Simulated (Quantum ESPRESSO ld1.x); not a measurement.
Results of a calculation; reference values are marked as such.
These are the eigenvalues of the occupied orbitals of an atom or ion with whole-number occupations (Ry). Code: ld1.x of Quantum ESPRESSO 7.5. Model: Dirac Kohn-Sham, revPBE, spin-unpolarised, spherical densities, point nucleus.

1s1/2: -1554.02
2s1/2: -239.109
2p1/2: -222.132
2p3/2: -213.424
3s1/2: -57.7417
3p1/2: -51.2058
3p3/2: -49.7219
3d3/2: -38.1979
3d5/2: -37.9082
4s1/2: -22.3412

Which element is it, and in what charge state? The configuration may be excited. Open shells, if any, fill j = l - 1/2 first.

Answer. Z = 43, technetium, charge +13: Tc13+ in [Ar] 3d10 4s2. The list shows which subshells hold electrons but not how many an open one holds; the 1s level, -777.01 hartree, gives Z - s = 39.4 by -(Z - s)^2/2, which with screening and relativity narrows Z to a few neighbours, and the depths of the outer levels then fix element, charge and occupations together.
